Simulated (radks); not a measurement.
Results of a calculation; reference values are marked as such.
All-electron atom: Cr VI in [Ar] 3d1 (the NIST ground configuration). Level of theory: scalar-relativistic Kohn-Sham, SCAN, spin-polarised, spherical densities, finite nucleus; open shells are filled with parallel spins first; meta-GGA in the generalised Kohn-Sham scheme; Fermi nuclear charge, rms radius 3.6452 fm (a radial shooting solver on a logarithmic mesh with Libxc functionals).

Radial electron density D(r) = 4 pi r^2 rho(r):

r (bohr),D(r) (e/bohr),spin D(r)
0.002097,0.5152,-0.0000127
0.002365,0.6442,-0.0000159
0.002645,0.7924,-0.0000196
0.002982,0.9875,-0.0000244
0.003362,1.228,-0.0000304
0.003761,1.502,-0.0000371
0.00424,1.859,-0.0000460
0.004781,2.295,-0.0000567
0.005348,2.784,-0.0000688
0.006029,3.413,-0.0000843
0.006798,4.166,-0.000103
0.007604,4.997,-0.000123
0.008573,6.041,-0.000149
0.009589,7.174,-0.000177
0.01081,8.570,-0.000212
0.01219,10.16,-0.000251
0.01363,11.82,-0.000293
0.01537,13.78,-0.000342
0.01733,15.90,-0.000395
0.01939,17.98,-0.000449
0.02186,20.25,-0.000510
0.02465,22.48,-0.000573
0.02757,24.43,-0.000633
0.03108,26.25,-0.000699
0.03505,27.66,-0.000766
0.0392,28.50,-0.000832
0.0442,28.81,-0.000909
0.04983,28.47,-0.000996
0.05574,27.62,-0.00108
0.06284,26.27,-0.00118
0.07085,24.70,-0.00123
0.07925,23.35,-0.00118
0.08936,22.36,-0.000856
0.09995,22.13,-0.0000344
0.1127,22.81,0.00190
0.1271,24.43,0.00574
0.1421,26.55,0.0121
0.1602,28.99,0.0235
0.1807,30.93,0.0421
0.2021,31.66,0.0682
0.2278,30.83,0.108
0.2569,28.20,0.164
0.2873,24.39,0.233
0.324,19.59,0.325
0.3653,14.99,0.441
0.4086,11.71,0.564
0.4606,9.800,0.705
0.5194,9.570,0.845
0.5809,10.40,0.957
0.655,11.57,1.04
0.7385,12.20,1.07
0.826,11.84,1.04
0.9314,10.39,0.942
1.042,8.337,0.806
1.175,5.906,0.632
1.324,3.716,0.457
1.481,2.156,0.313
1.67,1.060,0.190
1.883,0.4532,0.103
2.106,0.1802,0.0521
2.375,0.05816,0.0219
2.677,0.01615,0.00785
2.995,0.004255,0.00256
3.377,0.0008713,0.000630

D(r) has 3 maxima, at r = 0.0442, 0.204, 0.750 bohr, and minima at 0.0976, 0.499 bohr, inside which lie 2.12, 10.45 electrons.
